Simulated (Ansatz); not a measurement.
Consider the isomerisation: `[NH2][GeH2][CH2]F` → `N[CH](F)[GeH3]`.

Isolated molecules relaxed with PBE0-D4/def2-TZVP in Ansatz; ΔE leaves out vibrations. CBS: MP2 limit from def2 TZ/QZ plus the TZ coupled-cluster correction, frozen cores. For Ge outer-core shells are correlated without core-valence functions, which leaves a few kJ/mol of doubt a bond. Scalar relativity is left out up to krypton. Each species was taken in one conformer, which may not be the lowest.

`[NH2][GeH2][CH2]F`:

Z-matrix (Å, degrees):
```
Ge
C 1 1.981
N 1 1.838 2 113.4
H 1 1.540 2 108.2 3 -119.3
H 1 1.536 2 108.8 3 119.1
F 2 1.390 1 109.5 3 -57.8
H 2 1.094 1 111.5 3 -177.5
H 2 1.094 1 111.0 3 61.4
H 3 1.011 1 113.5 2 60.8
H 3 1.011 1 114.3 2 -64.2
```

`N[CH](F)[GeH3]`:

Z-matrix (Å, degrees):
```
C
F 1 1.418
Ge 1 1.983 2 107.6
N 1 1.403 2 113.0 3 -123.1
H 1 1.093 2 105.1 3 117.8
H 3 1.536 1 109.5 2 164.0
H 3 1.539 1 107.7 2 -77.0
H 3 1.534 1 109.9 2 43.0
H 4 1.010 1 113.4 2 63.9
H 4 1.012 1 113.4 2 -62.3
```

```tsv
species	HF/def2-TZVPP energy (Eh)
`[NH2][GeH2][CH2]F`	-2270.69542
`N[CH](F)[GeH3]`	-2270.67991
```

(1) Work out ΔE.

Largest T1 diagnostic among the species: 0.012.

Answers

(1) ΔE = (-2270.67991) − (-2270.69542) = 0.01551 Eh = +0.42 eV. CCSD(T)/CBS gives +0.37 eV.

From PBE to PBE0 (25 % exact exchange), in def2-TZVPP and without D4, ΔE moves by +0.04 eV.
